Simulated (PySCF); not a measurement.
Core-level binding energies of `FC(Cl)(Br)Br`

Species: CBr2ClF.
Atom-mapped SMILES: `[F:1][C:2]([Cl:3])([Br:4])[Br:5]`

Level of theory: delta-SCF UKS SCAN, pcX-2 on the ionised atom, pcseg-1 elsewhere, spin-free X2C (PySCF). These are vertical core ionisation energies against the vacuum level, from separate self-consistent calculations with and without the core hole.

Problem. What binding energy does each computed site have?

Solution. 
```csv
atom(s),environment,level,binding energy (eV),2p1/2 (eV),count
Cl3,chlorine on a fluorinated carbon,Cl 1s,2829.67,–,1
F1,alkyl fluorine,F 1s,694.26,–,1
C2,sp3 C–F carbon,C 1s,297.06,–,1
Cl3,chlorine on a fluorinated carbon,Cl 2p3/2,207.09,208.75,1
```

Problem. Which photon wavelength matches the Cl 1s of Cl3 threshold?

Solution. λ = hc/E = 12398.42 eV Å / 2829.67 eV = 4.382 Å.

Problem. Which photon energy gives electrons from Cl 1s of Cl3 a kinetic energy of 200 eV, and what is their de Broglie wavelength?

Solution. hν = 2829.67 + 200 = 3029.67 eV, recoil neglected; λ = 12.264 Å/√(E/eV) = 0.87 Å.

For 2p shells one spin-free hole was relaxed; a mean-field spin–orbit operator and the ground-state splitting of the three 2p orbitals were then diagonalised within the shell. The shell's mean is (2 × 2p3/2 + 2p1/2)/3, and the degeneracies 2j + 1 give areas of 2:1. 2p1/2 minus 2p3/2 (ligand field included): Cl 1.65 eV. No level of bromine is listed. Geometry: PBE0-D3(BJ)/def2-SVP; no solvent, vibrations or thermal averaging.
